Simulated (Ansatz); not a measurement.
Reaction (ligand exchange at the Si–O bond): `[NH2][Ge][O][SiH3]` + `[OH][Sn][F]` → `[F][Sn][O][SiH3]` + `[NH2][Ge][OH]`

Gas-phase electronic energies from Ansatz, PBE0-D4/def2-TZVP geometries. CBS: MP2 limit from def2 TZ/QZ plus the TZ coupled-cluster correction, frozen cores. DFT in def2-TZVPP. B3LYP here is the variant with VWN-RPA as its local correlation; programs differ in this. HSE06 is defined as in plane-wave codes. Elements past krypton have def2 core potentials. For Ge, Sn outer-core shells are correlated without core-valence functions, which leaves a few kJ/mol of doubt a bond. Scalar relativity is left out up to krypton. Each species was taken in one conformer, which may not be the lowest.

| level | ΔE (kJ/mol) | difference from CCSD(T)/CBS |
| --- | --- | --- |
| LDA (SPW92) | -2.5 | 3.3 |
| PBE-D4 | -4.1 | 1.7 |
| BLYP-D4 | -5.0 | 0.8 |
| B97M-V | -6.1 | -0.3 |
| PBE0-D4 | -5.6 | 0.2 |
| B3LYP-D4 | -6.3 | -0.5 |
| r2SCANh-D4 | -4.3 | 1.5 |
| r2SCAN0-D4 | -5.2 | 0.6 |
| HSE06-D4 | -5.5 | 0.3 |
| BHLYP-D4 | -8.6 | -2.8 |
| CAM-B3LYP-D4 | -7.0 | -1.2 |
| ωB97X-V | -7.3 | -1.5 |
| ωB97M-V | -7.2 | -1.4 |
| B2PLYP | -5.7 | 0.1 |
| PBE | -3.8 | 2.0 |
| revPBE | -4.0 | 1.8 |
| BLYP | -4.3 | 1.5 |
| r2SCAN | -3.8 | 2.0 |
| PBE0 | -5.3 | 0.5 |
| B3LYP | -5.7 | 0.1 |
| r2SCANh | -4.4 | 1.4 |
| r2SCAN0 | -5.3 | 0.5 |
| BHLYP | -7.6 | -1.8 |
| CAM-B3LYP | -6.7 | -0.9 |
| LC-ωPBE | -7.0 | -1.2 |
| RPA@PBE/def2-TZVPP | -4.4 | 1.4 |
| HF/def2-SVP | -17.4 | -11.6 |
| MP2/def2-SVP | -11.0 | -5.2 |
| CCSD(T)/def2-SVP | -11.0 | -5.2 |
| HF/def2-TZVPP | -10.1 | -4.3 |
| MP2/def2-TZVPP | -6.4 | -0.6 |
| SCS-MP2/def2-TZVPP | -6.8 | -1.0 |
| CCSD/def2-TZVPP | -7.3 | -1.5 |
| CCSD(T)/def2-TZVPP | -6.2 | -0.4 |
| HF/def2-QZVPP | -9.3 | -3.5 |
| MP2/def2-QZVPP | -5.9 | -0.1 |
| SCS-MP2/def2-QZVPP | -6.3 | -0.5 |
| HF/CBS(def2) | -9.2 | -3.4 |
| MP2/CBS(def2) | -6.0 | -0.2 |
| CCSD/CBS(def2) | -6.9 | -1.1 |
| CCSD(T)/CBS | -5.8 | 0 |

Largest T1 diagnostic among the species: 0.018.

At CCSD(T), def2-SVP lies −5.2 kJ/mol from the extrapolated value and def2-TZVPP −0.4 kJ/mol. From BLYP to BHLYP (50 % exact exchange), in def2-TZVPP and without D4, ΔE moves by −3.3 kJ/mol.
